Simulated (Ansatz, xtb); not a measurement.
**H8N2Si2Sn: which of two isomers lies lower**

Structure I is `[SiH3][NH][Sn][NH][SiH3]`, a singlet and structure II is `N[SiH2][N]([SiH3])[SnH]`, a singlet. Both are isolated molecules in the gas phase, relaxed with PBE0-D4/def2-SVP; the shapes shown needn't be the lowest conformers.

I (Å):

```xyz
13

N    -1.1035    1.0285   -2.8522
N     0.6406    0.2076   -0.4818
Si   -1.9988    1.1993   -4.3281
Si    0.2344    1.6408    0.4088
Sn    0.1230   -0.5416   -2.3419
H    -1.6251    2.4251   -5.1057
H    -3.4821    1.2538   -4.1179
H    -1.6853   -0.0029   -5.1642
H    -1.2176    1.7676   -2.1591
H     1.3060   -0.3999   -0.0055
H    -0.9975    2.2459   -0.1887
H     1.3014    2.6946    0.3849
H    -0.0509    1.3349    1.8475
```

II (Å):

```xyz
13

N     0.3627   -2.2852    0.7553
N     1.4825    0.2207   -0.4103
Si    0.6773   -0.6031    0.9347
Si    1.7849    1.9388   -0.2111
Sn    2.1122   -0.6235   -2.2033
H    -0.3358   -2.5896    0.0857
H     1.1399   -2.9370    0.7577
H    -0.6401    0.0700    1.1549
H     1.5396   -0.4438    2.1462
H     0.5121    2.7053   -0.0210
H     2.6515    2.2115    0.9799
H     2.4759    2.4542   -1.4339
H     1.5401   -2.2663   -1.7794
```

Quicker runs give these differences E(II) − E(I): GFN2-xTB −0.068 eV; HF/STO-3G +0.864 eV (at GFN2-xTB geometries); r2SCAN-D4/def2-SVP +0.007 eV (at GFN2-xTB geometries).

Problem. Estimate E(II) − E(I) at the level CCSD(T)/def2-SVP + ΔMP2/def2-TZVPP.

Solution. CCSD(T)/def2-SVP + ΔMP2/def2-TZVPP gives E(II) − E(I) = +0.022 eV, slightly favouring structure I, which is too small a margin to settle the true order.

The same difference at several levels:

| level | geometry | E(II) − E(I) (eV) | departure from the last row (eV) | job, with rough time for the two |
| --- | --- | --- | --- | --- |
| GFN2-xTB | GFN2-xTB | −0.068 | −0.089 | optimisation, 0.68 s |
| HF/STO-3G | GFN2-xTB | +0.864 | +0.842 | single point, 1.8 s |
| r2SCAN-D4/def2-SVP | GFN2-xTB | +0.007 | −0.015 | single point, 5 s |
| PBE0-D4/def2-SVP | PBE0-D4/def2-SVP | −0.027 | −0.049 | optimisation, 1.8 min |
| HF/def2-SVP | PBE0-D4/def2-SVP | +0.004 | −0.018 | part of the CCSD(T) run |
| MP2/def2-SVP | PBE0-D4/def2-SVP | +0.049 | +0.027 | part of the CCSD(T) run |
| CCSD(T)/def2-SVP | PBE0-D4/def2-SVP | +0.019 | −0.003 | single point |
| CCSD(T)/def2-SVP + ΔMP2/def2-TZVPP | PBE0-D4/def2-SVP | +0.022 |  | single point, 73 s |

As drawn, II has 1 N–Si, 1 Sn–H in place of 1 N–Sn, 1 Si–H.

The largest departure from CCSD(T)/def2-SVP + ΔMP2/def2-TZVPP is that of HF/STO-3G, 0.842 eV. A small imaginary or near-zero mode remains, so no thermal terms are given. The last row adds to CCSD(T) the change of the MP2 difference between the two basis sets, here +0.003 eV.

The correlated steps freeze 16 core orbitals; the filled d shell of Sn is correlated, in a basis made for valence electrons. Atoms past krypton carry core potentials in the def2 sets, other sets are all-electron and non-relativistic, and no spin–orbit term is included. Run with Ansatz 0.2.0, xtb 6.7.1; the last row on 2 threads of Intel(R) Xeon(R) Platinum 8488C (Sapphire Rapids) on a shared host.
